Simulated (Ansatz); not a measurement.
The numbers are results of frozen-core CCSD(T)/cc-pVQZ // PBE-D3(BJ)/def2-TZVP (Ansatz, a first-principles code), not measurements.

Ansatz 0.2 input:
```yaml
crystal:
  periodic: [false, false, false]
  atoms:
    - { symbol: F, position_ang: [1.694701, -1.265375, -0.286637] }
    - { symbol: C, position_ang: [0.720616, -0.382181, -0.119404] }
    - { symbol: C, position_ang: [0.363904, 0.855639, -0.043071] }
    - { symbol: C, position_ang: [-0.726565, -0.256105, 0.109746] }
    - { symbol: H, position_ang: [0.52903, 1.924136, -0.051243] }
    - { symbol: H, position_ang: [-1.433588, -0.423186, -0.714542] }
    - { symbol: H, position_ang: [-1.148099, -0.45293, 1.10515] }
basis:
  gaussian: { orbitals: cc-pVQZ }
correlation:
  method: ccsd_t
```

Output:

```
Functional definition: HF
1836 factors; integrals over basis functions are off by at most 9.5e-4 eV
mean field evaluation 1: about -5841.7157 eV, gradient 3.0e1 eV
mean field evaluation 2: about -5841.7170 eV, gradient 3.0e1 eV
mean field evaluation 4: about -5843.8503 eV, gradient 3.4e0 eV
mean field evaluation 8: about -5843.8918 eV, gradient 6.1e-4 eV
mean field evaluation 16: about -5843.8901 eV, gradient 2.7e-1 eV
mean field -5843.89180336 eV, -214.7590626415 hartree, gradient 2.9e-6 eV, S^2 0.000000; 0 other end points of the search recorded, 0 dependent functions left out
4 core orbitals not correlated
reference -5843.89180336 eV, -214.7590626415 hartree; 11, 11 occupied and 295, 295 virtual orbitals, 1836 factors
second order -21.30730100 eV of doubles, -0.00000000 eV of singles
cycle   1  -20.94154480 eV  change    3.7e-1 eV  update   9.6e-2
cycle   2  -21.43455703 eV  change   -4.9e-1 eV  update   3.1e-2
cycle   3  -21.55121848 eV  change   -1.2e-1 eV  update   1.4e-2
cycle   4  -21.54159740 eV  change    9.6e-3 eV  update   3.8e-3
cycle   5  -21.54116303 eV  change    4.3e-4 eV  update   1.5e-3
cycle   6  -21.54237607 eV  change   -1.2e-3 eV  update   4.2e-4
cycle   7  -21.54226117 eV  change    1.1e-4 eV  update   1.2e-4
cycle   8  -21.54218156 eV  change    8.0e-5 eV  update   4.0e-5
cycle   9  -21.54219123 eV  change   -9.7e-6 eV  update   1.5e-5
perturbative correction -0.97704271 eV, -0.0359056572 hartree
Total energy: -5866.41103730 eV, -215.5866292245 hartree
```

Cost: very roughly 29 core-minutes.
